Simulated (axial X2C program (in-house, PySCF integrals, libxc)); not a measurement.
# Bond lengths and stretching modes, held linear, of GeCN⁺

Computed with an in-house all-electron X2C program for linear molecules (integrals from PySCF): two-component X2C with atomic mean-field Coulomb and Gaunt terms, Gaussian nuclei, basis Ge dyall-v3z, C dyall-v3z, N dyall-av3z with contracted cores. Spin-free rows use the one-electron spin-free X2C Hamiltonian.

Masses Ge 73.921, C 12.000, N 14.003 u. States: 2c Ω = 0 (all partner blocks equally filled); spin-free M_S = 0, Λ = 0 (closed shell).

HF, spin-free: energies above the lowest point

```tsv
r(Ge–C) (Å)	r(C–N) (Å)	E (meV)
1.8642	1.1329	25.74
1.8642	1.1620	78.39
1.8642	1.1910	231.07
1.9120	1.1329	0.00
1.9120	1.1620	53.53
1.9120	1.1910	207.01
1.9120	1.2201	444.35
1.9598	1.1329	20.90
1.9598	1.1620	75.29
1.9598	1.1910	229.54
2.0076	1.1620	135.16
2.0076	1.2201	528.82
```

Fit a quadratic surface with cubic terms in each bond: where is the minimum, and what are the two stretching wavenumbers?

At HF, spin-free: bonds 1.913 and 1.134 Å; harmonic stretches 525.4 and 2463.6 cm⁻¹; force constants 3.25, 22.2 and coupling 0.09 mdyn/Å.

The other levels and Hamiltonians give:

```json
{"Hamiltonian": "2c", "level": "PBE0", "r(Ge–C) (Å)": "1.910", "r(C–N) (Å)": "1.161", "lower stretch (cm⁻¹)": "509.8", "upper stretch (cm⁻¹)": "2257.5"}
{"Hamiltonian": "2c", "level": "HF", "r(Ge–C) (Å)": "1.913", "r(C–N) (Å)": "1.134", "lower stretch (cm⁻¹)": "525.2", "upper stretch (cm⁻¹)": "2463.6"}
{"Hamiltonian": "2c", "level": "BHandHLYP", "r(Ge–C) (Å)": "1.906", "r(C–N) (Å)": "1.146", "lower stretch (cm⁻¹)": "518.8", "upper stretch (cm⁻¹)": "2347.5"}
{"Hamiltonian": "2c", "level": "MP2", "r(Ge–C) (Å)": "1.897", "r(C–N) (Å)": "1.187", "lower stretch (cm⁻¹)": "515.8", "upper stretch (cm⁻¹)": "2004.0"}
{"Hamiltonian": "spin-free", "level": "PBE0", "r(Ge–C) (Å)": "1.910", "r(C–N) (Å)": "1.161", "lower stretch (cm⁻¹)": "510.1", "upper stretch (cm⁻¹)": "2257.5"}
{"Hamiltonian": "spin-free", "level": "BHandHLYP", "r(Ge–C) (Å)": "1.906", "r(C–N) (Å)": "1.146", "lower stretch (cm⁻¹)": "519.0", "upper stretch (cm⁻¹)": "2347.5"}
{"Hamiltonian": "spin-free", "level": "MP2", "r(Ge–C) (Å)": "1.896", "r(C–N) (Å)": "1.187", "lower stretch (cm⁻¹)": "516.0", "upper stretch (cm⁻¹)": "2003.8"}
```

Each state is one determinant, the lowest of a limited PBE0 search; the stretches come from a fit to these few points and carry an uncertainty of a few per cent. Other orders of the atoms were not compared. The levels spread by more than a fifth, so the stretches depend strongly on the method. MP2 freezes inner shells (threshold -2 hartree). The molecule was held linear; bending was not examined, so a bent shape may lie lower.
